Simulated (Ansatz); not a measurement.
Relaxation of BF2H3Si (7 atoms, charge 0, multiplicity 1), to a largest force component of 0.02 eV/Å in at most 40 steps.

Level of theory: RKS B3LYP/def2-SVP in Ansatz.

```xyz
7
Properties=species:S:1:pos:R:3:forces:R:3
F 2.038 -0.637 0.780 -4.71 -0.91 -0.41
B 0.568 -0.773 0.559 3.26 -3.73 2.70
F -0.127 -1.938 1.070 2.49 3.29 -1.30
Si -0.365 0.573 -0.427 -2.38 0.56 -0.24
H 0.463 1.639 -0.864 0.91 1.07 -0.41
H -1.495 1.126 0.439 0.43 -0.19 -0.25
H -1.020 -0.059 -1.603 -0.01 -0.09 -0.10
```

Task: Where does it end, and by what steps?

Result: The forces met the threshold. After 7 steps the energy has fallen by 1.002 eV; F1 moved furthest, 0.16 Å.

```json
{"step": "0", "energy less start (eV)": "0.0000", "largest force component (eV/Å)": "4.710", "accepted": "yes"}
{"step": "1", "energy less start (eV)": "-0.7961", "largest force component (eV/Å)": "2.580", "accepted": "yes"}
{"step": "2", "energy less start (eV)": "-0.8767", "largest force component (eV/Å)": "1.712", "accepted": "yes"}
{"step": "3", "energy less start (eV)": "-0.9939", "largest force component (eV/Å)": "0.307", "accepted": "yes"}
{"step": "4", "energy less start (eV)": "-0.9996", "largest force component (eV/Å)": "0.120", "accepted": "yes"}
{"step": "5", "energy less start (eV)": "-1.0008", "largest force component (eV/Å)": "0.077", "accepted": "yes"}
{"step": "6", "energy less start (eV)": "-1.0015", "largest force component (eV/Å)": "0.027", "accepted": "yes"}
{"step": "7", "energy less start (eV)": "-1.0016", "largest force component (eV/Å)": "0.004", "accepted": "yes"}
```

```xyz
7
Properties=species:S:1:pos:R:3
F 1.923 -0.740 0.819
B 0.624 -0.826 0.594
F 0.015 -1.895 1.082
Si -0.418 0.590 -0.442
H 0.471 1.700 -0.886
H -1.501 1.143 0.425
H -1.054 -0.040 -1.638
```

Time of the run: 21 s on 1 thread of Arm Neoverse V2, with other jobs on the host, peak memory 0.15 GiB.
